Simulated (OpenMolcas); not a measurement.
Fe5+, Ru5+, Os5+: d3 down the group

```
Program             : OpenMolcas 26.06
Method              : SS-RASPT2, IPEA 0.25 Eh, imaginary shift 0.1 Eh
Basis               : ANO-RCC-VTZP
Scalar Hamiltonian  : DKH2, point nucleus
Spin-orbit coupling : state interaction with AMFI integrals over the reference wave functions, term energies averaged over their components
```

Active space for each ion: 9 electrons in 8 orbitals (RAS1 p, at most 2 holes; RAS2 d); closed shells correlated by CASPT2: Fe5+ 3s; Ru5+ 4s; Os5+ 5s.

Computed levels in cm-1 above 4F 3/2:

| Level | Fe5+ | Ru5+ | Os5+ |
| --- | --- | --- | --- |
| 4F 5/2 | 558 | 1481 | 6800 |
| 4F 7/2 | 1307 | 3260 | 12050 |
| 4F 9/2 | 2220 | 5180 | 15350 |
| 4P 1/2 | 19620 | 13650 | 17480 |
| 4P 5/2 | 20510 | 15920 | 25970 |
| 2G 7/2 | 21350 | 16120 | 23950 |
| 2G 9/2 | 22100 | 17110 | 38630 |
| 2P 3/2 | 27300 | 24810 | 41600 |
| 2P 1/2 | 27410 | 20380 | 30000 |
| weight of 4F in the lowest level (%) | 100 | 98 | 81 |

Mixed levels, with the weight of the term that names them: Fe5+ 2P 3/2 (66 %), Ru5+ 2G 9/2 (71 %), Ru5+ 2P 3/2 (50 %), Os5+ 4F 9/2 (55 %), Os5+ 4P 1/2 (66 %), Os5+ 2G 9/2 (57 %), Os5+ 2P 3/2 (55 %), Os5+ 2P 1/2 (66 %).

Measured, with the error of the calculation in %. Measured levels: Fe5+ from Corliss and Sugar, J. Phys. Chem. Ref. Data 11, 135 (1982); Os5+ from the list in Brasseur, Palmeri and Quinet, Atoms 13, 11 (2025).

```json
{"Level": "4F 5/2", "Fe5+": "511 (+9.2)", "Os5+": "6397 (+6.3)"}
{"Level": "4F 7/2", "Fe5+": "1188 (+10.0)", "Os5+": "11444 (+5.3)"}
{"Level": "4F 9/2", "Fe5+": "2001 (+11.0)", "Os5+": ""}
{"Level": "4P 1/2", "Fe5+": "18738 (+4.7)", "Os5+": "16772 (+4.2)"}
{"Level": "4P 5/2", "Fe5+": "19611 (+4.6)", "Os5+": "24828 (+4.6)"}
{"Level": "2G 7/2", "Fe5+": "20616 (+3.6)", "Os5+": "22920 (+4.5)"}
{"Level": "2G 9/2", "Fe5+": "21315 (+3.7)", "Os5+": "37019 (+4.4)"}
{"Level": "2P 3/2", "Fe5+": "26215 (+4.1)", "Os5+": "40203 (+3.5)"}
{"Level": "2P 1/2", "Fe5+": "26496 (+3.5)", "Os5+": "28860 (+4.0)"}
```

The fine-structure level 4F 9/2 changes by a factor of 6.91 from Fe5+ to Os5+.

Without spin-orbit coupling 4P lies 18910, 12020, 11650 cm-1 above 4F in that order; the difference to the level 4P 1/2, of either sign, comes from spin-orbit coupling, which also lowers the zero.

CASPT2 breaks the degeneracy within a term, and the mean is taken; among the terms shown or strongly mixed into the levels shown the widest spread is 260 cm-1 (3d3 4F, Fe5+). Active for correlation alone: 3p; no level in the range computed is led by a configuration that opens it, so any true level of that kind is missing (holds for Fe5+). Active for correlation alone: 4p; no level in the range computed is led by a configuration that opens it, so any true level of that kind is missing (holds for Ru5+). Active for correlation alone: 5p; no level in the range computed is led by a configuration that opens it, so any true level of that kind is missing (holds for Os5+). Measured partners are found by configuration, term and J. A level has none where our copy of the source lacks it or the pairing is in doubt (some pairs that miss far off the trend of their configuration count as doubtful), and it then counts in no deviation. Only configurations of the active space appear.
